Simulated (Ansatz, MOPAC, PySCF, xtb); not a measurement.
Complex: C2H4 (SMILES C=C) (first 6 atoms) with CH4O (SMILES CO); geometry from B3LYP-D3(BJ)/def2-TZVP, rigid monomers moved along the line of their centres of mass till C1···H12 is 2.23 Å.
(charge 0, multiplicity 1):
```xyz
12

C      0.702     0.208     0.024
C     -0.606     0.027    -0.101
H      1.166     1.167    -0.174
H      1.361    -0.596     0.327
H     -1.069    -0.933     0.095
H     -1.266     0.830    -0.406
C     -0.184    -0.594     3.451
O     -0.316     0.726     2.954
H     -0.960    -1.264     3.061
H     -0.290    -0.543     4.534
H      0.798    -1.027     3.223
H     -0.223     0.697     1.994
```

Monomers are frozen at their geometry in the pair; levels with a basis set take the counterpoise correction.

Correlated levels freeze the cores. Rows in 6-31G* carry no dispersion term and start afresh at each structure (6-31G* with six Cartesian d functions). The state that AM1, PM7 reach isn't checked; PM7 holds dispersion and hydrogen-bond terms.

Codes used: Ansatz (an electronic-structure program) with Gaussian orbitals; MOPAC for AM1, PM7 (differences of heats of formation); PySCF for 6-31G* rows, the dispersion terms; xtb for the GFN methods. 

| level | interaction energy (meV) |
|---|---|
| GFN-FF | -87.2 |
| AM1 | 23.7 |
| PM7 | -30.4 |
| GFN1-xTB | -103.3 |
| HF/6-31G* | 71.7 |
| PBE-D3(BJ)/def2-TZVPPD | -131.8 |
| PBE-D4/def2-TZVPPD | -128.5 |
| r2SCAN-D3(BJ)/def2-TZVPPD | -120.4 |
| SCS-MP2/aug-cc-pVDZ | (withheld) |

Task: Some entries are withheld; supply them.

Result: 
- SCS-MP2/aug-cc-pVDZ, interaction energy (meV): -28.8
